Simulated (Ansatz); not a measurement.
`OC1=N[SiH2]S1`, relaxed with RKS PBE-D4/def2-SVP in the Gaussian-basis code of Ansatz from a rough embedded geometry. The force threshold is 0.03 eV/Å; the program also tests the step.

The species carries charge 0 and has multiplicity 1.

Start:

```xyz
8

O    -1.938   -0.854   -0.549
C    -0.716   -0.475   -0.294
N    -0.433    0.468    0.528
Si    1.249    0.522    0.230
S     0.754   -1.052   -0.987
H    -2.562   -0.397    0.001
H     1.706    1.734   -0.417
H     1.939    0.054    1.489
```

Problem. How much energy does the relaxation release, and in how many steps? (An estimate is asked.)

Solution. The calculation gave: 75.05 kJ/mol, in 7 steps.

Problem. Which bonds change most? (Best estimate.)

Solution. Ansatz gave: Si4–S5 from 2.050 to 2.207 Å; C2–S5 from 1.724 to 1.816 Å; N3–Si4 from 1.709 to 1.775 Å; Si4–H7 from 1.448 to 1.499 Å.

Problem. Give the relaxed structure. (An estimate is asked.)

Solution. The calculation gave: 
```xyz
8

O    -1.928   -0.939   -0.567
C    -0.741   -0.409   -0.261
N    -0.532    0.568    0.567
Si    1.221    0.518    0.292
S     0.708   -1.130   -1.082
H    -2.585   -0.433   -0.038
H     1.806    1.722   -0.382
H     2.050    0.103    1.470
```
